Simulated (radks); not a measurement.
Results of a calculation; reference values are marked as such.
Polarisability of the neon ion Ne6+, [He] 2s2, at imaginary frequency. Code: a radial shooting solver on a logarithmic mesh with Libxc functionals. Model: non-relativistic Kohn-Sham, LDA (Slater exchange, VWN5 correlation), spin-polarised, spherical densities, point nucleus. Response by self-consistent Sternheimer equations with the Hartree and adiabatic LDA kernel.

| w (hartree) | alpha1(iw) (bohr^3) | alpha2(iw) (bohr^5) |
|---|---|---|
| 0.00266 | 0.4935 | 0.09754 |
| 0.0143 | 0.4933 | 0.09754 |
| 0.0360 | 0.4927 | 0.09754 |
| 0.0697 | 0.4907 | 0.09752 |
| 0.118 | 0.4856 | 0.09749 |
| 0.186 | 0.4745 | 0.09740 |
| 0.280 | 0.4524 | 0.09721 |
| 0.413 | 0.4128 | 0.09683 |
| 0.605 | 0.3496 | 0.09602 |
| 0.892 | 0.2649 | 0.09429 |
| 1.35 | 0.1753 | 0.09045 |
| 2.12 | 0.1021 | 0.08169 |
| 3.59 | 0.05348 | 0.06272 |
| 6.94 | 0.02309 | 0.03192 |
| 17.5 | 0.006005 | 0.007033 |

Static values: alpha1 = 0.4935 bohr^3 (0.07312 angstrom^3; uncoupled 0.9244), alpha2 = 0.09754 bohr^5, alpha3 = 0.07808 bohr^7. C6 = 0.1854, C8 = 0.3246, triple-dipole C9 = 0.06526 atomic units. One-pole (London) frequency 4 C6 / (3 alpha1^2) = 1.015 hartree, against 7.036 for minus the highest occupied eigenvalue. The dipole shielding factor is 0.400, as the force sum rule N/Z = 0.400 demands.
